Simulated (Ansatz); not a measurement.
Pulling on the Ge1–F3 bond in FGeH (SMILES [F][GeH]) (multiplicity 1 held, fragments rigid). Energies count from the point at 1.770 Å.
Geometry at that point (charge 0, multiplicity 1):
| atom | x (Å) | y (Å) | z (Å) |
|---|---|---|---|
| Ge | -0.1137 | -0.2269 | 0.2808 |
| H | -0.9845 | -1.0535 | -0.7992 |
| F | 0.5137 | 0.9238 | -0.9095 |

R- and RO- levels are restricted; in cc, def2 and unpolarised 6-31G sets they are followed outwards from rest. Unrestricted levels (U-) break spin symmetry where that is lower. Levels need not reach the same state.

Correlated levels freeze the cores. Filled d and f shells under p-block atoms count as core.

Programs: Ansatz (a program for electronic structure) with Gaussian orbitals. Values without a source in brackets are computed.

Problem. One of these levels gives 75.89 kcal/mol for the energy at R = 5.665 Å. Which one is it?
A) U-MP2/cc-pVDZ
B) R-HF/cc-pVDZ
C) U-HF/cc-pVDZ

Solution. C, U-HF/cc-pVDZ. The others give 183.90 (R-HF/cc-pVDZ), 117.46 (U-MP2/cc-pVDZ)

Doubts at one or more of the structures used: a restricted determinant that unrestricted orbitals would lower (R-HF/cc-pVDZ); a spin-contaminated determinant (U-HF/cc-pVDZ, U-MP2/cc-pVDZ).
